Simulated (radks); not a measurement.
Q: Lu19+, configuration [Kr] 4d10 4f6. Method: scalar-relativistic Kohn-Sham, PBE, spin-polarised, spherical densities, finite nucleus; open shells are filled with parallel spins first (spin-orbit coupling, left out, can overturn this in heavy ions); Fermi nuclear charge, rms radius 5.37 fm; computed with a radial shooting solver on a logarithmic mesh with Libxc functionals. Some entries of the table are withheld. Estimate them.

orbital  occ.  eigenvalue (eV)  <r^2> (bohr^2)
1s down     1        -63727.15       0.0005122
1s up       1        -63727.13       0.0005122
2s up       1        -11264.81        0.007923
2s down     1        -11264.68        0.007922
2p up       3        -9971.853        0.006496
2p down     3        -9971.767        0.006496
3s up       1        -2945.491         0.05164
3s down     1        -2940.754         0.05153
3p up       3        -2557.239         0.05219
3p down     3        -2552.500         0.05205
3d up       5        -2090.363         0.04339
3d down     5        -2086.761         0.04323
4s up       1        -969.6564          0.2446
4s down     1        -961.2114          0.2451
4p up       3        -838.0097          0.2713
4p down     3        -829.8366          0.2721
4d up       5              (1)          0.2990
4d down     5              (2)          0.3005
4f up       6              (3)          0.3182
4f down     0              (4)          0.3226

A: 
(1) 4d up eigenvalue (eV): -666.5513
(2) 4d down eigenvalue (eV): -658.5175
(3) 4f up eigenvalue (eV): -475.5536
(4) 4f down eigenvalue (eV): -467.1280
